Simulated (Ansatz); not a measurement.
Al4H7⁻, relaxed as a singlet with RKS PBE0-D4/def2-SVPD in Ansatz, starting from the GFN1-xTB geometry. Force threshold 0.02 eV/Å.

Another isomer (singlet) lies 0.12 eV lower at PBE0-D4/def2-TZVPD; other spin states weren't run for this one.

Start:

```xyz
11

Al   -0.038    0.167   -0.926
Al   -1.220   -0.810    4.260
Al   -0.474    0.114    2.074
Al    0.501    0.207   -3.337
H    -0.064    0.775    4.308
H     0.096    1.364   -4.561
H     0.433   -1.489    3.400
H     1.261    0.270    0.085
H     1.334   -0.834   -4.440
H    -1.006    1.413   -0.468
H    -0.823   -1.175   -0.395
```

| step | energy (eV) | largest force component (eV/Å) | SCF passes |
| --- | --- | --- | --- |
| 1 | -26479.3237 | 2.168 | 15 |
| 2 | -26479.9555 | 0.279 | 19 |
| 3 | -26480.0799 | 0.303 | 19 |
| 4 | -26480.2090 | 0.256 | 20 |
| 5 | -26480.3227 | 0.183 | 20 |
| 6 | -26480.4382 | 0.276 | 19 |
| 7 | -26480.5203 | 0.321 | 19 |
| 8 | -26480.5969 | 0.129 | 18 |
| 9 | -26480.6479 | 0.204 | 20 |
| 10 | -26480.7019 | 0.231 | 19 |
| 11 | -26480.7415 | 0.312 | 19 |
| 12 | -26480.7670 | 0.213 | 19 |
| 13 | -26480.7835 | 0.205 | 19 |
| 14 | -26480.8017 | 0.183 | 19 |
| 15 | -26480.8123 | 0.114 | 19 |
| 16 | -26480.8163 | 0.062 | 18 |
| 17 | -26480.8176 | 0.030 | 17 |
| 18 | -26480.8179 | 0.019 | 18 |

Force components are those of the run's own axes.

End:

```xyz
11

Al   -1.055    0.304   -0.864
Al    0.760   -0.795    3.960
Al   -0.740   -0.017    2.115
Al    0.805    0.182   -2.679
H     0.810    0.599    2.783
H     1.005    1.202   -3.927
H     0.285   -1.467    2.328
H    -0.032    0.256    0.514
H     1.984   -0.926   -2.729
H    -1.867    1.695   -0.763
H    -1.955   -1.034   -0.736
```

Bonds formed: Al3–H5, Al3–H7, Al3–H8 (atoms count from 1).

No frequencies were taken in this run, so the end may be a saddle point.

It took 64 s on 4 threads of Arm Neoverse N1 on a shared host.
